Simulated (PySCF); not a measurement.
**Worked example: dipole moment from atomic charges**

Se(SeH)(OSiH3) (H₄OSe₂Si), SMILES [SiH3]O[Se][SeH]. Atoms are numbered in the order given.

```xyz
8

Se    -0.4210     0.3395     0.8637
Se     1.1331     1.0591    -0.6725
H      2.3300     0.8803     0.1762
O     -0.4309    -1.4608     0.6420
Si    -1.3148    -2.1245    -0.6313
H     -2.7614    -1.7739    -0.5081
H     -1.1265    -3.5976    -0.5239
H     -0.8015    -1.6316    -1.9440
```
Charge 0, spin multiplicity 1.

Coordinates come from a PBE0-D3(BJ)/def2-SVP optimisation. This is a generated structure with no PubChem entry under its InChIKey; it may be hypothetical. The values are those of a single conformer.

Charges (e) from PBE/def2-TZVP (PySCF):

| atom | Mulliken | IAO |
|---|---|---|
| Se1 | 0.146 | 0.322 |
| Se2 | -0.118 | -0.035 |
| H3 | 0.132 | 0.060 |
| O4 | -0.371 | -0.758 |
| Si5 | 0.297 | 0.789 |
| H6 | -0.033 | -0.133 |
| H7 | -0.025 | -0.113 |
| H8 | -0.028 | -0.131 |

The dipole moment of the full density is 0.69 D.

Problem. What dipole moment does each set of point charges give, and which comes closer to that of the density?

Solution. 
μ = Σ q r, and 1 e Å = 4.8032 D.
Mulliken: Σ q r = (0.023, 0.146, -0.113) e Å, |μ| = 0.89 D.
IAO: Σ q r = (-0.147, 0.412, -0.291) e Å, |μ| = 2.52 D.
Mulliken comes closer in size. Point charges leave out the atoms' own dipoles (lone pairs, polarised bonds); fits to the potential absorb them, partitions of the density don't.
